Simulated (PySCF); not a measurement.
BH5O4Ti, SMILES B[O][Ti]([OH])([OH])[OH], multiplicity 1.

The structure is a stationary point at r2SCAN-D4/def2-SVP. The spin state was assumed, not searched. One conformer was computed; it need not be the lowest.

Computed with TDA-PBE/def2-SVPD (PySCF).

Vertical excitations. Isolated molecule, no solvent.

| state | energy (eV) | λ (nm) | f | main pairs |
|---|---|---|---|---|
| S1 | 3.57 | 348 | 0.002 | HOMO→LUMO 99 % |
| S2 | 3.94 | 314 | 0.021 | HOMO→LUMO+1 94 % |
| S3 | 4.67 | 265 | 0.000 | HOMO→LUMO+2 99 % |
| S4 | 4.81 | 258 | 0.002 | HOMO→LUMO+3 98 % |
| S5 | 5.21 | 238 | 0.019 | HOMO→LUMO+4 47 %, HOMO−2→LUMO 31 %, HOMO−1→LUMO 8 %, HOMO→LUMO+5 8 % |
| S6 | 5.27 | 235 | 0.007 | HOMO−2→LUMO 54 %, HOMO−1→LUMO 25 % |
| S7 | 5.35 | 232 | 0.013 | HOMO→LUMO+5 46 %, HOMO−1→LUMO 27 %, HOMO−1→LUMO+1 12 % |
| S8 | 5.40 | 230 | 0.002 | HOMO−3→LUMO 69 % |
| S9 | 5.44 | 228 | 0.018 | HOMO−1→LUMO+1 50 %, HOMO→LUMO+5 29 %, HOMO→LUMO+4 12 % |
| S10 | 5.55 | 223 | 0.055 | HOMO−4→LUMO 18 %, HOMO−1→LUMO+1 17 %, HOMO−2→LUMO+1 15 %, HOMO−1→LUMO 14 % |
| T1 | 3.44 | 360 | 0 | HOMO→LUMO 99 % |
| T2 | 3.64 | 341 | 0 | HOMO→LUMO+1 99 % |
| T3 | 4.50 | 275 | 0 | HOMO→LUMO+2 97 % |
| T4 | 4.67 | 265 | 0 | HOMO→LUMO+3 96 % |
Triplets are in the Tamm–Dancoff approximation.
